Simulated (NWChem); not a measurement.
System: BiH3O3; SMILES [Bi]([OH])([OH])[OH]

```xyz
7

Bi     0.0244     0.0129     0.2235
O      1.6335    -0.4084    -1.0375
H      1.3440    -1.0760    -1.6757
O     -1.2530    -1.3768    -0.6672
H     -1.7615    -0.9137    -1.3484
O     -0.6647     1.6175    -0.9199
H     -0.0939     1.6920    -1.6982
```
Atoms are numbered in this order, from 1.

Program: NWChem. Coordinates come from a PBE0/def2-SVP optimisation. def2 effective core potentials on Bi; no spin-orbit coupling. B3LYP is NWChem's, with the RPA form of VWN correlation. Static field.

### Question
Estimate the computed values for B3LYP/def2-SVPD. Quantities: isotropic polarisability (bohr³); anisotropy (bohr³).

### Answer
```
Property                          Value
--------------------------------  -----
isotropic polarisability (bohr³)   57.6
anisotropy (bohr³)                  3.3
```
